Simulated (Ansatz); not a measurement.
**Relaxing a trial structure of C3H4O3Zn**

The starting geometry of this gas-phase singlet was optimised with GFN2-xTB.

```yaml
atoms:
  - { symbol: C, position_ang: [0.1380, 0.1818, -0.9282] }
  - { symbol: C, position_ang: [0.2626, -0.7614, 0.0845] }
  - { symbol: C, position_ang: [-0.7224, -0.9838, 1.0387] }
  - { symbol: O, position_ang: [-3.8329, 1.8485, -0.0674] }
  - { symbol: O, position_ang: [-0.8344, 0.9533, -1.1418] }
  - { symbol: O, position_ang: [-1.8343, -0.4024, 1.1432] }
  - { symbol: Zn, position_ang: [-2.3702, 0.9586, -0.0698] }
  - { symbol: H, position_ang: [-4.4508, 1.6272, 0.6277] }
  - { symbol: H, position_ang: [0.9777, 0.2776, -1.6323] }
  - { symbol: H, position_ang: [1.1648, -1.3479, 0.1325] }
  - { symbol: H, position_ang: [-0.5194, -1.7551, 1.7964] }
```

**Question.** Predict what it relaxes into with PBE0-D4/def2-SVP.

**Answer.** It keeps its bonds.

The energy falls by 0.17 eV over 8 steps:

```tsv
step	E − E(last) (eV)
1	0.167
2	0.045
3	0.004
4	0.001
5	0.000
6	0.000
7	0.000
8	0.000
```

Final geometry (Å):

```tsv
atom	x (Å)	y (Å)	z (Å)
C	0.1482	0.1785	-0.9317
C	0.2923	-0.7775	0.0818
C	-0.6798	-1.0263	1.0584
O	-3.9183	1.9418	-0.1183
O	-0.8357	0.9435	-1.1295
O	-1.8002	-0.4589	1.1876
Zn	-2.4297	0.9523	-0.0145
H	-4.5489	1.7284	0.5763
H	0.9873	0.2839	-1.6469
H	1.2133	-1.3608	0.1119
H	-0.4495	-1.8086	1.8085
```

No frequencies were run, so the end isn't proven a minimum. Run with Ansatz 0.2.0, 39 s on 2 threads of Arm Neoverse V2, with other jobs on the host.
